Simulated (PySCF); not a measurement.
Cartesian coordinates (Å):
SMILES: SC(F)(F)S
```xyz
7

F     -0.0907    -0.7011     1.3449
C     -0.1093    -0.5568     0.0014
F     -0.3662    -1.7711    -0.5304
S     -1.5021     0.4994    -0.4869
S      1.5432    -0.0984    -0.5931
H     -1.0592     1.5734     0.1782
H      1.5842     1.0545     0.0860
```
Charge 0, spin multiplicity 1.

Q: Give the dipole moment, HOMO, total energy, S1 oscillator strength and HOMO–LUMO gap at the level CAM-B3LYP-D3(BJ)/def2-TZVP (PySCF).

A: 
dipole moment: 2.38 D
HOMO: -8.78 eV
total energy: -28176.11 eV
S1 oscillator strength: 0.006
HOMO–LUMO gap: 8.95 eV
